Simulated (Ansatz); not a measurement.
The cluster AsP₃: single points at one geometry.

```yaml
crystal:
  periodic: [false, false, false]
  atoms:
    - {symbol: P, position_ang: [-0.365761, 1.308203, 0.164513]}
    - {symbol: P, position_ang: [1.364142, -0.052632, -0.092345]}
    - {symbol: P, position_ang: [-0.524611, -0.443508, -1.183329]}
    - {symbol: As, position_ang: [-0.473771, -0.812063, 1.111162]}
basis:
  gaussian: {orbitals: def2-TZVP, initial_orbitals: start.molden}
hamiltonian: {xc: pbe}
correlation: {method: rpa}
scf: {omitted_lower_state_checks: [starts]}
```

The file start.molden holds the orbitals of an earlier run on this structure, at another level or in another basis.

```sh
$ ansatz run in.yaml --threads 4 --pin off --events-out ev --progress --plain --max-ram 3916MiB
```

Shortened log:

```
Functional definition: PBE
984 factors; integrals over basis functions are off by at most 8.5e-4 eV
mean field evaluation 1: about -88688.6509 eV, gradient 1.4e1 eV
mean field evaluation 2: about -88688.7619 eV, gradient 1.5e-1 eV
mean field evaluation 4: about -88688.7537 eV, gradient 4.2e-4 eV
mean field evaluation 8: about -88688.7537 eV, gradient 1.5e-6 eV
mean field -88688.75368292 eV, -3259.2515824508 hartree, gradient 3.3e-6 eV, S^2 0.000000; 0 other end points of the search recorded, 0 dependent functions left out
24 core orbitals not correlated: weight in the atoms' cores, before any rotation towards them, 1.000 or more for the frozen orbitals, at most 0.000 for the correlated occupied ones
reference -88612.04466480 eV, -3256.4325780304 hartree; 15, 15 occupied and 120, 120 virtual orbitals, 984 factors
Total energy: -88641.19535324 eV, -3257.5038460715 hartree
Checks for a lower state left out: starts
```

Hardware: 4 threads of Arm Neoverse V2 on a shared host. Wall time 2.1 s.

As the first input, with `hamiltonian: {xc: r2scan, dispersion: d4}`, `output: {orbitals: {seedname: orbitals}}` and without the key `correlation` (abridged; 2.5 s):

```
Functional definition: r2SCAN
mean field -88708.03285697 eV, -3259.9600790293 hartree, gradient 4.2e-6 eV, S^2 0.000000
Total energy: -88708.07918259 eV, -3259.9617814645 hartree
Checks for a lower state left out: starts
```

First input, but with `gaussian: {orbitals: def2-TZVPD, initial_orbitals: start.molden}`, `hamiltonian: {xc: pbe0, dispersion: d4}`, `output: {orbitals: {seedname: orbitals}}` and without the key `correlation` (abridged; 2.1 s):

```
Functional definition: PBE0
mean field -88692.51828859 eV, -3259.3899291577 hartree, gradient 2.1e-5 eV, S^2 0.000000
Total energy: -88692.72720261 eV, -3259.3976066061 hartree
Checks for a lower state left out: starts
```

First input, but with `hamiltonian: {xc: {name: LC-wPBE}}`, `output: {orbitals: {seedname: orbitals}}` and without the key `correlation` (abridged; 1.4 s):

```
Functional definition: LC-wPBE
mean field -88692.47286962 eV, -3259.3882600413 hartree, gradient 6.3e-5 eV, S^2 0.000000
Total energy: -88692.47286963 eV, -3259.3882600414 hartree
Checks for a lower state left out: starts
```

The first input with `gaussian: {orbitals: def2-TZVPD, initial_orbitals: start.molden}`, `hamiltonian: {xc: pbe, dispersion: d4}`, `output: {orbitals: {seedname: orbitals}}` and without the key `correlation` (abridged; 1.4 s):

```
Functional definition: PBE
mean field -88688.79367431 eV, -3259.2530521076 hartree, gradient 1.9e-5 eV, S^2 0.000000
Total energy: -88689.04398711 eV, -3259.2622509333 hartree
Checks for a lower state left out: starts
```

The first input with `gaussian: {orbitals: def2-TZVPP, initial_orbitals: start.molden}`, `correlation: {method: ccsd_t}`, `output: {orbitals: {seedname: orbitals}}` and without the key `hamiltonian` (abridged; 7.5 s):

```
Functional definition: HF
mean field -88613.60730068 eV, -3256.4900038398 hartree, gradient 2.4e-6 eV, S^2 0.000000
24 core orbitals not correlated: weight in the atoms' cores, before any rotation towards them, 1.000 or more for the frozen orbitals, at most 0.000 for the correlated occupied ones
second order -19.19048323 eV of doubles, -0.00000000 eV of singles
cycle   1  -18.37467964 eV  change    8.2e-1 eV  update   1.5e-1
cycle   2  -19.13153090 eV  change   -7.6e-1 eV  update   4.7e-2
cycle   3  -19.25430291 eV  change   -1.2e-1 eV  update   1.9e-2
cycle   4  -19.23836314 eV  change    1.6e-2 eV  update   5.2e-3
cycle   5  -19.24158557 eV  change   -3.2e-3 eV  update   2.4e-3
cycle   6  -19.24083006 eV  change    7.6e-4 eV  update   7.0e-4
cycle   7  -19.24034241 eV  change    4.9e-4 eV  update   2.6e-4
cycle   8  -19.24041107 eV  change   -6.9e-5 eV  update   8.4e-5
cycle   9  -19.24040955 eV  change    1.5e-6 eV  update   2.1e-5
perturbative correction -1.33713404 eV, -0.0491387698 hartree
Total energy: -88634.18484428 eV, -3257.2462146189 hartree
Checks for a lower state left out: starts
```

First input, but with `hamiltonian: {xc: {name: PBE-QIDH}}` and without the key `correlation` (abridged; 2.9 s):

```
Functional definition: PBE-QIDH
mean field -88669.19933367 eV, -3258.5329733703 hartree, gradient 2.5e-6 eV, S^2 0.000000
24 core orbitals not correlated: weight in the atoms' cores, before any rotation towards them, 1.000 or more for the frozen orbitals, at most 0.000 for the correlated occupied ones
second order -21.91337085 eV of doubles, -0.00000000 eV of singles
Total energy: -88676.50380035 eV, -3258.8014075696 hartree
Checks for a lower state left out: starts
```

Geometry: r2SCAN-D4/def2-SVP.

LC-ωPBE has ω = 0.4 bohr⁻¹. Correlated methods freeze 24 core orbitals; core or outer-core shells of As are correlated, in sets that lack core-valence functions. The structure comes from a short search, and lower isomers may exist.
